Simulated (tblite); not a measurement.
ClCu, charge -1, doublet, geometry from GFN2-xTB (such geometries of metal compounds can be far from the true shape) (the multiplicity is a formal guess); GFN1-xTB (tblite).

The tblite input:
```
$ tblite run mol.xyz --method gfn1 --charge -1 --spin 1 --efield 0,0,0.1 --json tblite.json --no-restart

# file mol.xyz
2

Cu    -0.00000000    -0.00000000    -0.78939767
Cl     0.00000000     0.00000000     1.34661955
```

The log (banner, timings and long lists left out):

```
xTB calculator
 | screened Coulomb repulsion
 | Coulomb electrostatics
 |  * isotropic Klopman-Ohno-Mataga-Nishimoto electrostatics
 |  * onsite third-order electrostatics
 | DFT-D3(BJ) dispersion correction
 | Interactions (1)
 | [1] electric field

halogen bonding energy    0.0000000000000E+00 Eh
repulsion energy          3.2847578937087E-03 Eh
dispersion energy        -3.3150401905988E-04 Eh
interaction energy        0.0000000000000E+00 Eh
number of electrons       1.9000000000000E+01 e
integral cutoff           3.2615407794351E+01 bohr

------------------------------------------------------------
  cycle        total energy    energy error   density error
------------------------------------------------------------
      1     -8.950699660108  -8.9536529E+00   4.3046731E-01
      2     -8.950836341001  -1.3668089E-04   2.6027083E-01
      3     -8.950880421690  -4.4080689E-05   7.1980417E-03
      4     -8.950883125994  -2.7043036E-06   8.6413278E-04
      5     -8.950883165022  -3.9028411E-08   7.8532930E-05
      6     -8.950883165030  -7.8586027E-12   1.7204523E-06
------------------------------------------------------------

electronic energy        -8.9538364189048E+00 Eh
total energy             -8.9508831650301E+00 Eh

Post processing:
 | Mayer-Wiberg bond orders

[Info] JSON dump of results written to 'tblite.json'
```
